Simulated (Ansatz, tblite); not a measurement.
Spin states of TaO₂, each relaxed with PBE0-D4/def2-TZVP in Ansatz. Electronic energies in the gas phase.

In the def2 sets Ta takes a core potential; there is no spin–orbit coupling. The xTB rows come from tblite. HSE06 is defined as in plane-wave codes, on full-range PBE exchange. Correlated methods freeze 2 core orbitals; core or outer-core shells of Ta are correlated, in sets that lack core-valence functions. In CCSD on the charge 0 quartet the largest single amplitude is 0.39, so its Hartree–Fock determinant may place the open shell otherwise than the density functionals do. The structure comes from a short search, and lower isomers may exist.

Doublet geometry (C2v within 0.1 Å):

```xyz
3

Ta   -0.542   -0.275   -0.335
O     0.882    0.392   -1.030
O    -0.340   -0.117    1.365
```

Quartet geometry (C2v within 0.1 Å):

```tsv
atom	x (Å)	y (Å)	z (Å)
Ta1	0.6074	-0.0912	-0.0471
O2	-0.0847	1.5568	-0.0780
O3	-0.5227	-1.4656	0.1251
```

Run but left out: HF/def2-TZVP, HF/def2-TZVPP, MP2/def2-TZVPP (quartet: a determinant that CCSD turns far, T1 0.068); MP2/def2-TZVP (quartet: ⟨S²⟩ 3.97, where a pure state has 3.75).

Only these spin states were relaxed.

```
                 level  quartet − doublet (kJ/mol)  lowest of these                     remarks
              GFN1-xTB                       342.8          doublet                           –
              GFN2-xTB                       295.4          doublet                           –
      PBE-D4/def2-TZVP                       287.3          doublet                           –
     BLYP-D4/def2-TZVP                       281.2          doublet                           –
   r2SCAN-D4/def2-TZVP                       269.0          doublet                           –
     PBE0-D4/def2-TZVP                       280.8          doublet                           –
  r2SCAN0-D4/def2-TZVP                       264.5          doublet                           –
    HSE06-D4/def2-TZVP                       280.8          doublet                           –
    BHLYP-D4/def2-TZVP                       260.1          doublet                           –
CAM-B3LYP-D4/def2-TZVP                       286.1          doublet                           –
     RPA@PBE/def2-TZVP                       273.8          doublet                           –
       CCSD/def2-TZVPP                       293.3          doublet  large T1 (0.068) (quartet)
    CCSD(T)/def2-TZVPP                       303.7          doublet  large T1 (0.068) (quartet)
```

```
  state  donor atoms  mean metal–ligand distance (Å)  range (Å)  Mulliken spin on the metal (PBE0)
doublet            2                           1.719  1.72–1.72                               1.20
quartet            2                           1.788  1.79–1.79                               1.89
```

⟨S²⟩ at PBE0-D4/def2-TZVP: doublet 0.76 (pure 0.75), quartet 3.78 (pure 3.75).

Change of the quartet − doublet gap on mixing in exact exchange, in kJ/mol: PBE to PBE0 (25 % exact exchange) -6.5; BLYP to BHLYP (50 % exact exchange) -21.1; r2SCAN to r2SCAN0 (25 % exact exchange) -4.5.

The xTB methods have no spin-polarisation term.
